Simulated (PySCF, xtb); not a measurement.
C₄H₆F₂, SMILES C[C@@H](F)/C=C\F. One conformer was computed; it need not be the lowest.

Harmonic wavenumbers (cm⁻¹) from GFN2-xTB (xtb) at its own minimum, in rising order: 40, 150, 201, 244, 361, 443, 523, 753, 775, 847, 860, 935, 1039, 1050, 1090, 1143, 1221, 1280, 1296, 1321, 1394, 1469, 1485, 1714, 2910, 3048, 3052, 3058, 3073, 3116.

### Question
What does PySCF with PBE-D3(BJ)/def2-SVP give at its own minimum? (Estimate from the structure and the level; the computed values follow.)

### Answer
31, 152, 246, 263, 374, 449, 541, 728, 779, 815, 890, 907, 1022, 1030, 1078, 1145, 1228, 1298, 1324, 1338, 1365, 1404, 1422, 1696, 2961, 2982, 3078, 3088, 3110, 3137. Paired by order, the mean absolute difference is 25 cm⁻¹ and the zero-point energies are 57.0 and 57.0 kcal/mol.
